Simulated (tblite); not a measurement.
C8H11 (doublet state).
SMILES with atom numbers: `[CH3:1][CH2:2][C:3]1=[CH:4][CH:5]=[C:6][CH2:7][CH2:8]1` (hydrogens: H9, H10, H11 on C1; H12, H13 on C2; H14 on C4; H15 on C5; H16, H17 on C7; H18, H19 on C8)

Geometry (GFN2-xTB, Å), atoms numbered from 1 in this order:
```
atom  x, y, z in Å
C1     2.3186   -0.3490   -0.8963
C2     1.4940   -0.7250    0.3364
C3     0.1629   -0.0298    0.3471
C4    -0.1278    0.9535    1.1983
C5    -1.4465    1.6051    1.1719
C6    -2.3979    1.0117    0.4964
C7    -2.2868   -0.2455   -0.2525
C8    -0.8263   -0.4205   -0.7222
H9     1.8117   -0.6558   -1.8077
H10    3.2911   -0.8349   -0.8632
H11    2.4707    0.7272   -0.9323
H12    1.3382   -1.8076    0.3450
H13    2.0515   -0.4576    1.2361
H14    0.5729    1.2838    1.9510
H15   -1.5752    2.5168    1.7323
H16   -2.9474   -0.2585   -1.1221
H17   -2.5878   -1.0715    0.4032
H18   -0.6695   -1.4547   -1.0350
H19   -0.6561    0.2216   -1.5940
```

Level: GFN2-xTB in tblite, geometry and Hessian alike; calculated harmonic values, unscaled, isolated species. This tight-binding method is rough: wavenumbers can miss measured ones by several per cent, in bad cases by 10 to 20. One conformer, not necessarily the lowest. Open shells enter through the occupations alone, without spin polarisation, and single modes of such species can be off by tens of per cent.

Harmonic wavenumbers (cm⁻¹): 58.1, 112.8, 180.1, 210.9, 260.3, 345.7, 367.8, 416.9, 480.7, 555.9, 707.4, 762.2, 798.2, 819.0, 841.3, 920.5, 969.9, 990.2, 1008.8, 1009.4, 1055.4, 1077.4, 1088.3, 1126.8, 1164.6, 1190.1, 1221.0, 1238.1, 1276.5, 1289.8, 1321.3, 1334.3, 1408.1, 1451.5, 1460.3, 1485.0, 1501.8, 1506.0, 1659.3, 1722.2, 2907.2, 2921.9, 2950.0, 2963.1, 2970.7, 2983.7, 3032.5, 3038.6, 3044.2, 3066.1, 3086.6.

A = 4260, B = 1474, C = 1203 MHz; mass 107.086 u (most abundant isotopes); point group C1, symmetry number 1; spin multiplicity 2.

Question: Zero-point energy?

Answer: ½Σν̃ = 35679 cm⁻¹ = 426.82 kJ/mol.

Question: What is S at 298.15 K and 1 bar for an ideal gas of classical rigid rotors and harmonic oscillators?

Answer: Translation 167.14, rotation 117.76, vibration 85.51, spin (R ln 2) 5.76: S = 376.2 J/(mol K).

Question: And Cp and H(298.15 K) − H(0)?

Answer: Cp = 137.31 J/(mol K), of which vibrations give 104.05 (their classical limit is 51 R = 424.0); H(298.15 K) − H(0) = 24.19 kJ/mol without the zero-point energy, 14.28 from vibrations.

Question: What must be added to the electronic energy to get the Gibbs energy at 298.15 K and 1 bar?

Answer: ZPE + [H(298.15 K) − H(0)] − T·S = 426.82 + 24.19 − 112.15 = 338.86 kJ/mol.

Question: How do the functions run with temperature in this model?

Answer: 
```
T (K)  S (J/(mol K))  Cp (J/(mol K))  H − H(0) (kJ/mol)  G − H(0) (kJ/mol)  ln q(vib)
  150          304.4            80.6               8.25             -37.42       1.79
  250          353.8           117.1              18.07             -70.39       3.61
  400          422.6           180.5              40.40            -128.65       6.55
  600          509.8           250.4              83.89            -222.01      10.75
  900          625.3           318.3             170.04            -392.76      17.11
```

q(vib) and H(0) count from the zero-point level.

Question: Which modes carry the vibrational entropy at 298.15 K?

Answer: 58.1 cm⁻¹: 18.91; 112.8 cm⁻¹: 13.47; 180.1 cm⁻¹: 9.74; 210.9 cm⁻¹: 8.52; 260.3 cm⁻¹: 6.94; 345.7 cm⁻¹: 4.96 J/(mol K); the other 45 give 22.96 together.

Question: Blend soft modes into free rotors: weight 1/[1 + (100 cm⁻¹/ν̃)⁴] for the oscillator and the rest for a rotor with moment μB/(μ + B), μ = h/(8π²ν), B = 10⁻⁴⁴ kg m². What vibrational entropy results?

Answer: 80.56 J/(mol K) in place of 85.51, which changes −T·S at 298.15 K by +1.47 kJ/mol.

Hindered rotation and anharmonicity are outside this model. Other conformers, if any are populated, would add a mixing term that is left out. The structure is chiral; the term R ln 2 for an equal mix with its mirror image is left out.

Time: 0.52 s of wall time. Hardware: one thread of an Arm Neoverse V2, shared host with 192 logical CPUs at a one-minute load of 59. The figure is for the frequency step alone.
